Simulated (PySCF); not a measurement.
SMILES CB(C)C[Si](F)(F)F, GFN2-xTB optimised geometry.

```
16

Si     1.28     0.77     0.00
F      0.91     0.30    -1.47
F      2.87     0.77     0.00
F      0.91     2.32     0.00
C      0.48    -0.22     1.37
B     -1.09    -0.23     1.17
C     -1.94     0.92     1.82
C     -1.75    -1.35     0.29
H      0.77     0.23     2.32
H      0.90    -1.23     1.35
H     -2.22     0.63     2.83
H     -2.87     1.12     1.29
H     -1.40     1.86     1.90
H     -2.81    -1.49     0.49
H     -1.67    -1.05    -0.75
H     -1.26    -2.32     0.37
```

Density from B3LYP/def2-TZVP (PySCF) at that geometry.

Minimum of the electron density along straight lines between bonded atoms, close to the bond critical point (lines longer than 1.1 times the sum of covalent radii, or with two minima, are not listed):

| bond | length / Å | ρ at the minimum / e bohr⁻³ | ∇²ρ there / e bohr⁻⁵ | position (fraction from the first atom) |
|---|---|---|---|---|
| Si1–F2 | 1.590 | 0.143 | 1.00 | 0.42 |
| Si1–F3 | 1.591 | 0.143 | 1.02 | 0.42 |
| Si1–F4 | 1.590 | 0.143 | 1.00 | 0.42 |
| Si1–C5 | 1.871 | 0.127 | (withheld) | 0.39 |
| C5–B6 | 1.585 | (withheld) | (withheld) | 0.67 |
| B6–C7 | 1.573 | 0.190 | -0.35 | 0.33 |
| B6–C8 | 1.572 | 0.190 | -0.35 | 0.33 |
| C5–H9 | 1.091 | 0.271 | -0.89 | 0.64 |
| C5–H10 | 1.091 | 0.272 | -0.90 | 0.64 |
| C7–H11 | 1.091 | 0.269 | -0.88 | 0.63 |
| C7–H12 | 1.087 | 0.277 | -0.93 | 0.64 |
| C7–H13 | 1.088 | 0.276 | -0.93 | 0.64 |
| C8–H14 | 1.087 | 0.277 | -0.93 | 0.64 |
| C8–H15 | 1.091 | 0.269 | -0.88 | 0.64 |
| C8–H16 | 1.088 | 0.276 | -0.93 | 0.63 |

### Question
Complete the blanks.

### Answer

- Si1–C5, ∇²ρ there / e bohr⁻⁵: 0.09
- C5–B6, ρ at the minimum / e bohr⁻³: 0.178
- C5–B6, ∇²ρ there / e bohr⁻⁵: -0.25
